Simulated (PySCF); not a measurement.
C4H7NO2.
Structure used (PBE0-D3(BJ)/def2-SVP), in Å, numbered top down from 1:
```
atom  x, y, z in Å
C1    -1.3597   -1.2851    0.1629
N2    -0.3562   -0.2590   -0.0004
C3    -0.7627    1.0793    0.3622
C4     0.8646   -0.6279   -0.4590
O5     1.1696   -1.7740   -0.7493
C6     1.9944    0.3920   -0.6608
O7     1.9896    1.5804   -0.4952
H8    -2.2530   -1.0473   -0.4386
H9    -1.6667   -1.3612    1.2198
H10   -0.9418   -2.2437   -0.1646
H11   -1.6305    1.3879   -0.2454
H12   -1.0673    1.1094    1.4223
H13    0.0522    1.7898    0.2027
H14    2.8958   -0.1628   -1.0185
```

Jobs on this species (14 atoms, 54 electrons) with PySCF (density fitting). Hardware of each: one thread, Intel Xeon 6975P-C (x86_64), on a shared host. Other jobs ran on the host; a repeat could differ by tens of per cent or more. Peak memory is the resident size of the whole Python process, interpreter and libraries included.

```csv
level and settings,work,basis functions,SCF cycles,wall time,peak memory
B3LYP/pcJ-1,"spin–spin couplings from 12 perturbed nuclei, spin–dipole term for 1 of them",259,?,?,?
"delta-SCF UKS SCAN, pcX-2 on the ionised atom, pcseg-1 elsewhere, spin-free X2C","ΔSCF core ionisation, 6 holes",164,?,?,?
PBE0/pcSseg-1,"shieldings, charges and field gradients",154,15,11 s,0.91 GiB
"PBE0-D3(BJ)/def2-SVP, grid level 1",geometry optimisation from a GFN2-xTB start,133,120,74 s,0.53 GiB
PBE0/def2-SVPD,"10 singlets by full TDDFT, 4 Tamm–Dancoff triplets, polarisability, ΔSCF ions",202,15,93 s,0.93 GiB
CAM-B3LYP/pcSseg-2,shieldings,350,15,60 s,1.8 GiB
```

Task: Fill in the missing figures.

Result: 
- B3LYP/pcJ-1; spin–spin couplings from 12 perturbed nuclei, spin–dipole term for 1 of them: 32 s, 1.1 GiB, 15 SCF cycles
- delta-SCF UKS SCAN, pcX-2 on the ionised atom, pcseg-1 elsewhere, spin-free X2C; ΔSCF core ionisation, 6 holes: 37 s, 0.63 GiB, 129 SCF cycles

Task: What do all jobs in the table cost together?

Result: About 5.1 min; the longest takes about 30 % of that, and about 8.5 times as long as the shortest.
